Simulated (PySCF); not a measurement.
# Peak assignment

Geometry:
```
atom   x (Å)   y (Å)   z (Å)
  C1   2.874   0.162   0.418
  O2   1.499   0.153   0.195
 Si3   0.682  -0.579  -1.004
  C4  -1.075  -0.063  -0.584
 Si5  -1.549   1.498   0.355
  C6  -1.571  -0.340   0.859
  C7  -2.790  -1.023   0.994
  N8  -3.804  -1.554   1.094
  H9   3.257  -0.852   0.552
 H10   3.067   0.740   1.324
 H11   3.399   0.623  -0.422
 H12   0.882  -2.033  -0.964
 H13   1.083  -0.073  -2.321
 H14  -1.785  -0.391  -1.336
 H15  -2.831   2.111   0.058
 H16  -0.527   2.311   0.984
 H17  -0.817  -0.676   1.561
```

Computational details: structure optimised with GFN2-xTB, GIAO PBE0/pcSseg-1 shieldings, in PySCF 2.14 (non-relativistic Hamiltonian, no solvent, one computed conformer, fast rotation and ring inversion assumed for equivalent nuclei).

References, each an isolated molecule treated in the same way: ¹³C (186.93 ppm) and ¹H (31.72 ppm) against TMS.

Q: Assign these signals to the numbered atoms. ¹³C{¹H} NMR (computed): δ 127.5, 54.0, 4.3, -6.5.

A: 
127.5 → C7, nitrile carbon: this is the usual window of a C≡N carbon, which has no attached hydrogen
54.0 → C1, methyl carbon bonded to O: deshielded by the electronegative neighbour
4.3 → C4, three-membered-ring carbon: carbons of three-membered rings are unusually shielded
-6.5 → C6, three-membered-ring carbon

Q: Assign these signals to the numbered atoms. ¹H NMR (600 MHz, computed): δ 5.17 (m, 1H), 5.02 (m, 1H), 3.72 (s, 3H), 3.16 (m, 1H), 3.05 (m, 1H), 1.29 (m, 1H), 0.16 (m, 1H).

A: 
5.17 → H12, hydrogen on a silicon bonded to C, O
5.02 → H13, hydrogen on a silicon bonded to C, O
3.72 → H9/H10/H11, hydrogen on a methyl carbon bonded to O: its carbon carries O, an electronegative neighbour
3.16 → H15, hydrogen on a silicon bonded to 2 C, in a 3-membered ring
3.05 → H16, hydrogen on a silicon bonded to 2 C, in a 3-membered ring
1.29 → H17, hydrogen on a three-membered-ring carbon: cyclopropane-type protons are shielded by the ring
0.16 → H14, hydrogen on a three-membered-ring carbon

H15 and H16 lie closer than the usual error of such a calculation, so a measured spectrum could show them in the other order.

Shifts are as computed. Against solution values, carbons near 30 ppm lie about +3 ppm off and those near 130 ppm about +5 ppm. Of 1309 compounds with measured shifts, 239 miss one by over three times the rms of a fit or turn the order of signals round; such compounds aren't used in these exercises. No couplings were computed; multiplicities are counted from neighbouring protons, with m where these are inequivalent, close in shift, in a saturated or five-membered ring or joined by F or P, and br s for small geminal =CH2 splittings.
